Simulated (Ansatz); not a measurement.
`O[B](O[SiH3])[AlH][F]` + NH₃ → `NB(O)O[SiH3]` + `[F][AlH2]`  (cleavage of the B–Al bond)

Gas-phase electronic energies from Ansatz, PBE0-D4/def2-TZVP geometries. CBS: MP2 limit from def2 TZ/QZ plus the TZ coupled-cluster correction, frozen cores. This one scheme is used for every species. DFT in def2-TZVPP. One conformer a species, not always the lowest.

| species | ωB97X-V energy (Eh) |
| --- | --- |
| `O[B](O[SiH3])[AlH][F]` | -810.22865 |
| NH₃ | -56.56247 |
| `NB(O)O[SiH3]` | -523.33163 |
| `[F][AlH2]` | -343.50844 |

(1) Work out ΔE.

Largest T1 diagnostic among the species: 0.014.

Results:

(1) ΔE = (-523.33163) + (-343.50844) − (-810.22865) − (-56.56247) = -0.04895 Eh = -30.7 kcal/mol. CCSD(T)/CBS gives -30.6 kcal/mol.

At CCSD(T), def2-SVP lies −3.7 kcal/mol from the extrapolated value and def2-TZVPP −0.1 kcal/mol. Leaving LDA and LC-ωPBE aside and taking each functional with its dispersion term where it has one, the values, not all of them listed here, spread over 7.3 kcal/mol, from B97M-V to PBE-D4. LDA lies −2.9 kcal/mol from PBE without D4.
